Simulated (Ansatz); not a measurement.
C3H3, SMILES C#C[CH2], multiplicity 2.

The structure is a stationary point at r2SCAN-D4/def2-TZVP. The isomer is the one that the SMILES or the coordinates give; other isomers of the formula were not compared.

Two levels are set side by side: PBE/def2-TZVPD (Ansatz, a program for electronic structure) and CAM-B3LYP/def2-TZVPD (Ansatz). Energy differences of separate SCF runs at the same geometry; the states with an electron removed or added have multiplicity 1 and 1. Differences are taken from unrounded values.

| quantity | CAM-B3LYP | PBE | PBE minus CAM-B3LYP |
|---|---|---|---|
| vertical ionisation energy (eV) | 8.77 | 8.64 | -0.13 |
| vertical electron affinity (eV) | 0.58 | 0.60 | 0.02 |
